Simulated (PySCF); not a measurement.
Compound: C10H9 (doublet state).
Structure used (PBE0-D3(BJ)/def2-SVP), in Å, numbered top down from 1:
```
atom  x, y, z in Å
C1    -1.0348    2.9365   -0.1580
C2    -0.7391    1.7553   -0.0759
C3    -0.5414    0.3664    0.0454
C4    -1.8021   -0.4080    0.3558
C5    -1.6320   -1.8819    0.4558
C6    -0.4174   -2.4677    0.2906
C7     0.7375   -1.6902    0.0136
C8     0.6956   -0.2850   -0.1081
C9     1.9798    0.3687   -0.3941
C10    2.2888    1.6706   -0.4640
H11   -1.2692    3.9809   -0.2447
H12   -2.2437   -0.0158    1.2955
H13   -2.5718   -0.1663   -0.4056
H14   -2.5186   -2.4845    0.6707
H15   -0.3177   -3.5531    0.3703
H16    1.6996   -2.1918   -0.1113
H17    2.7925   -0.3478   -0.5603
H18    1.5576    2.4627   -0.3065
H19    3.3167    1.9694   -0.6841
```

Method used: PBE0-D3(BJ)/def2-SVP geometry optimisation, gas phase in PySCF.

Take the most abundant isotopes and a rigid rotor. The values belong to one conformer with, in the numbering `[CH:1]#[C:2][C:3]1[CH2:4][CH:5]=[CH:6][CH:7]=[C:8]1[CH:9]=[CH2:10]`, C7–C8–C9–C10 -174°.

Q: Give the principal moments of inertia and the rotational constants in MHz.

A: Ia = 248.90, Ib = 408.16, Ic = 653.64 u·Å²; 505379 MHz·u·Å²/I gives A = 2030, B = 1238, C = 773.2 MHz.

Q: What kind of rotor is it?

A: An asymmetric top. Ray's parameter κ = (2B − A − C)/(A − C) = -0.260; −1 is the prolate and +1 the oblate limit.

Q: What does the inertial defect say?

A: Not planar: Δ = Ic − Ia − Ib = -3.42 u·Å². For a rigid frame Δ = −2 Σ m c², so Σ m c² = 1.71 u·Å² lies off the ab plane: 1.59 from hydrogen and 0.12 from heavier atoms. The atom farthest from that plane is 0.92 Å away.

Q: Give the other two planar moments, Paa and Pbb, and the rms extents of the mass along the axes.

A: Paa = Σ m a² = (Ib + Ic − Ia)/2 = 406.45 and Pbb = Σ m b² = (Ia + Ic − Ib)/2 = 247.19 u·Å². With the mass M = 129.07 u, the rms extents √(P/M) along a, b and c are 1.77, 1.38, 0.12 Å.

Q: Which lines would a microwave search look for?

A: The dipole components are |μa| = 0.61 D, |μb| = 0.36 D, |μc| = 0.03 D. The squared components, which scale the intensities, stand as 1.00 : 0.35 : 0.00 (a : b : c). Some lines, for components of 0.1 D or more:

```
type  branch         J(Ka,Kc)    MHz  lower level (cm⁻¹)
   a       R  1(0,1) ← 0(0,0)   2011               0.000
   b       R  1(1,1) ← 0(0,0)   2804               0.000
   b       Q  3(1,2) ← 3(0,3)   2982               0.380
   b       R  4(2,2) ← 3(3,1)   4412               0.713
   a       Q  4(1,3) ← 4(1,4)   4433               0.617
   b       Q  4(1,3) ← 4(0,4)   4520               0.614
   b       Q  3(3,1) ← 3(2,2)   5208               0.539
   a       R  3(0,3) ← 2(0,2)   5508               0.196
   b       Q  4(2,3) ← 4(1,4)   5592               0.617
   b       Q  4(4,0) ← 4(3,1)   6769               0.996
   b       R  2(2,1) ← 1(1,0)   6864               0.109
   b       R  2(2,0) ← 1(1,1)   7482               0.094
   b       R  4(2,3) ← 3(1,2)   9720               0.479
   b       R  3(3,1) ← 2(2,0)  11089               0.343
```

For this open shell read J as N, the rotation without spin; fine and hyperfine splittings come on top. Not checked by PBE0-D3(BJ)/def2-SVP frequencies. ⟨S²⟩ = 0.834 (exact for a doublet: 0.75). No vibrational averaging or centrifugal distortion is included, and the geometry carries the error of its method.
